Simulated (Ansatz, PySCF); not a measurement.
Species: MgF2, net charge 0, singlet state. SMILES: [F][Mg][F]
Geometry: optimised at B3LYP-D3(BJ)/def2-TZVP (Ansatz, a program for electronic structure).

Quantity: atomisation energy (electronic, to ground-state atoms), in kcal/mol. Cores are frozen in the correlated levels unless marked. Open shells are spin-unrestricted. No spin-orbit coupling. Non-relativistic. The coupled-cluster limit lacks core correlation, which all-electron functionals hold. CBS(X,Y): correlation extrapolated as X^-3; Hartree-Fock from the larger set.

| level | program | atomisation energy (kcal/mol) |
|---|---|---|
| PBE/def2-TZVPD | Ansatz | 247.1 |
| PBE-D4/def2-TZVPD | Ansatz + dftd4 | 247.7 |
| revPBE/def2-TZVPD | Ansatz | (withheld) |
| TPSS/def2-TZVPD | PySCF | (withheld) |
| CCSD/def2-SVPD | Ansatz | 236.2 |
| CCSD(T)/CBS(def2-TZVPPD,def2-QZVPPD) | Ansatz | (withheld) |

Question: Fill in the missing entries.

Answer: 
- revPBE/def2-TZVPD, atomisation energy (kcal/mol): 238.1
- TPSS/def2-TZVPD, atomisation energy (kcal/mol): 243.3
- CCSD(T)/CBS(def2-TZVPPD,def2-QZVPPD), atomisation energy (kcal/mol): 249.0
